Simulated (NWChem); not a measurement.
C3H5, doublet; SMILES [CH]=CC

```xyz
8

C      0.2980    -1.3218    -0.0001
C     -0.3865    -0.1986     0.0001
C      0.1809     1.1883     0.0003
H      0.0829    -2.3903    -0.0001
H     -1.4898    -0.2700     0.0003
H     -0.1628     1.7513    -0.8830
H      1.2793     1.1733    -0.0028
H     -0.1578     1.7489     0.8870
```
Atoms are numbered in this order, from 1.

Level: PBE0/def2-SVP, spin-unrestricted (NWChem), optimised geometry, unscaled harmonic frequencies. 

```json
[
 {"frequency (cm⁻¹)": "197", "IR intensity (km/mol)": "0.0"},
 {"frequency (cm⁻¹)": "405", "IR intensity (km/mol)": "8.6"},
 {"frequency (cm⁻¹)": "613", "IR intensity (km/mol)": "61.7"},
 {"frequency (cm⁻¹)": "797", "IR intensity (km/mol)": "16.4"},
 {"frequency (cm⁻¹)": "833", "IR intensity (km/mol)": "2.5"},
 {"frequency (cm⁻¹)": "941", "IR intensity (km/mol)": "5.8"},
 {"frequency (cm⁻¹)": "1046", "IR intensity (km/mol)": "0.9"},
 {"frequency (cm⁻¹)": "1116", "IR intensity (km/mol)": "5.3"},
 {"frequency (cm⁻¹)": "1254", "IR intensity (km/mol)": "1.5"},
 {"frequency (cm⁻¹)": "1383", "IR intensity (km/mol)": "1.5"},
 {"frequency (cm⁻¹)": "1451", "IR intensity (km/mol)": "10.9"},
 {"frequency (cm⁻¹)": "1453", "IR intensity (km/mol)": "9.2"},
 {"frequency (cm⁻¹)": "1723", "IR intensity (km/mol)": "3.0"},
 {"frequency (cm⁻¹)": "3051", "IR intensity (km/mol)": "20.3"},
 {"frequency (cm⁻¹)": "3061", "IR intensity (km/mol)": "8.5"},
 {"frequency (cm⁻¹)": "3131", "IR intensity (km/mol)": "10.4"},
 {"frequency (cm⁻¹)": "3174", "IR intensity (km/mol)": "8.3"},
 {"frequency (cm⁻¹)": "3278", "IR intensity (km/mol)": "1.6"}
]
```

zero-point energy: 41.3 kcal/mol
thermal correction to the enthalpy at 298.15 K (with zero-point energy): 44.5 kcal/mol
heat capacity Cv: 13.1 cal/(mol K)
entropy at 298.15 K and 1 atm (symmetry number 1, electronic part: spin degeneracy alone): 64.4 cal/(mol K)
dipole moment: 0.74 D

Rigid rotor and harmonic oscillator.
